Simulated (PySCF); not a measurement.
Al(Me)(SH)2 (CH5AlS2), SMILES [CH3][Al]([SH])[SH].

Geometry optimised at B3LYP-D3(BJ)/def2-SVP. The structure was generated by enumeration; whether it is a known compound was not checked. One conformer was computed; it need not be the lowest.

The numbers are results of B3LYP/def2-TZVP run with PySCF, not measurements.

```json
{
  "total_energy": "-1080.14127 hartree",
  "highest_occupied_level": "-7.25 eV",
  "lowest_empty_level": "-0.75 eV",
  "orbital_gap": "6.50 eV",
  "dipole_moment": "0.04 D",
  "quadrupole, principal values (traceless, Buckingham form, about the centre of nuclear charge)": "-9.72, 1.10, 8.62 D·Å",
  "mean_static_polarisability": "77.5 bohr³ (11.48 Å³)",
  "polarisability_principal_values": "59.1, 82.8, 90.5 bohr³"
}
```
